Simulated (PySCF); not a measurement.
Simulated S 2p region for `O=S(=O)(Cl)C(F)(F)F` (trifluoromethanesulfonyl chloride), binding energy against the vacuum level.

Every computed line was given a Gaussian of 0.8 eV full width at half maximum and an area set by the number of equivalent atoms (split 2:1 within a doublet); the highest printed point is 100. Theory: delta-SCF UKS SCAN, pcX-2 on the ionised atom, pcseg-1 elsewhere, spin-free X2C in PySCF.

```tsv
binding energy (eV)	intensity
174.6	0
174.7	1
174.8	2
174.9	4
175.0	7
175.1	14
175.2	24
175.3	38
175.4	55
175.5	72
175.6	88
175.7	98
175.8	100
175.9	94
176.0	81
176.1	65
176.2	49
176.3	36
176.4	29
176.5	27
176.6	30
176.7	36
176.8	43
176.9	48
177.0	50
177.1	48
177.2	43
177.3	35
177.4	26
177.5	18
177.6	11
177.7	6
177.8	3
177.9	2
178.0	1
178.1	0
178.2	0
```

Task: Count the maxima, the lines and the sites behind this envelope.

Result: The curve has 2 maxima (at 175.8 and 177.0 eV). Under it lie 2 lines from 1 inequivalent sulfur site, drawn as a 2p3/2, 2p1/2 pair.

Task: Decompose the envelope and assign each component. Numbering: `[O:1]=[S:2](=[O:3])([Cl:4])[C:5]([F:6])([F:7])[F:8]`.

Result: 
| position (eV) | relative area | line | atoms | environment |
| --- | --- | --- | --- | --- |
| 175.77 | 0.67 | S 2p3/2 | S2 | sulfonyl sulfur |
| 177.01 | 0.33 | S 2p1/2 | S2 | sulfonyl sulfur |

Shake-up satellites, vibrational structure and lifetime widths aren't simulated. For 2p shells one spin-free hole was relaxed; a mean-field spin–orbit operator and the ground-state splitting of the three 2p orbitals were then diagonalised within the shell. The shell's mean is (2 × 2p3/2 + 2p1/2)/3, and the degeneracies 2j + 1 give areas of 2:1. 2p1/2 minus 2p3/2 (ligand field included): S 1.23 eV. Geometry: GFN2-xTB; no solvent, vibrations or thermal averaging.

Time: 37 s wall; peak memory 0.61 GiB. Hardware: an Arm Neoverse V2 with one thread (shared host).

The values belong to the conformer `[O:1]=[S:2](=[O:3])([Cl:4])[C:5]([F:6])([F:7])[F:8]`: O1–S2–C5–F6 -66°.
